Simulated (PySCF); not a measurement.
# Identify the compound

The spectra below were simulated for a compound C$_{6}$H$_{12}$FOP.

¹H NMR (500 MHz, computed): δ 4.83 (m, 2H), 3.55 (s, 3H), 2.87 (m, 1H), 1.26 (d, 6H).

¹³C{¹H} NMR (computed): δ 235.2 (C), 75.0 (CH2), 60.5 (CH3), 43.4 (CH), 23.3 (CH3).

[PySCF 2.14.0 with density-fitted response routines: shielding tensors at PBE0/pcSseg-1 (GIAO); structure optimised with GFN2-xTB; averaged over atoms made equivalent by symmetry, fast rotation or ring inversion; one computed conformer; no solvent; non-relativistic]

Chemical shifts δ = σref − σ; ¹H, ¹³C against TMS, all at this level.

Q: Deduce the structure.

A: 
- 5 carbon signals for 6 carbons: some carbons are equivalent by symmetry or fast rotation.
- Carbon types of the structure: 1 × C, 1 × CH, 1 × CH2, 3 × CH3, which accounts for all hydrogens.
- δC 235.2: carbon double-bonded to a heavier main-group atom.
- δC 75.0: sp3 CH2 bonded to O and P; the inductive effect lowers its shielding.
- δC 60.5: methyl carbon bonded to O; pulled downfield by the heteroatom.
- δC 43.4: sp3 CH; a saturated carbon with 3 carbon neighbours and no heteroatom attached.
- δC 23.3: methyl carbon; aliphatic region, no heteroatom directly attached.
- δH 4.83: hydrogen on an sp3 CH2 bonded to O and P; its carbon carries O, hence the downfield position.
- δH 3.55: hydrogen on a methyl carbon bonded to O; its carbon carries O, hence the downfield position.

These data were computed for `InChI=1S/C6H12FOP/c1-5(2)6(7)9-4-8-3/h5H,4H2,1-3H3`.

The shifts were computed for this structure.

Splittings by ¹⁹F and ³¹P in the carbon and heteronuclear signals aren't shown, as no couplings were computed. Shifts are as computed. Against solution values, carbons near 30 ppm lie about +3 ppm off and those near 130 ppm about +5 ppm. Of 1211 compounds with measured shifts, 218 miss one by over three times the rms of a fit or turn the order of signals round; such compounds aren't used in these exercises. Multiplicities follow the n + 1 count of equivalent neighbours, as no J values were calculated; m marks all less simple cases, F and P coupling included.
